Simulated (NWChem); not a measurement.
## Correlation energy of HAl

```xyz
2

Al     0.0000     0.0000     0.1203
H      0.0000     0.0000    -1.5639
```
Charge 0, spin multiplicity 1.

Program: NWChem. Structure: optimised with PBE/def2-SVP, a minimum by its harmonic frequencies.

Basis set: 6-31G*. Each correlation energy counts from its own Hartree-Fock reference.

The correlated methods keep 5 core orbitals frozen. The Pople sets run with spherical d functions. The structure started from a generated list of species. Coupled-cluster values serve here as a point of comparison, not as the truth.

Problem. One of these methods gave a correlation energy of -61.8 mHa. Which?
A. SCS-MP2
B. CR-CCSD(T)
C. MP2

Solution. B, CR-CCSD(T). The others give -48.3 (SCS-MP2), -41.6 (MP2).
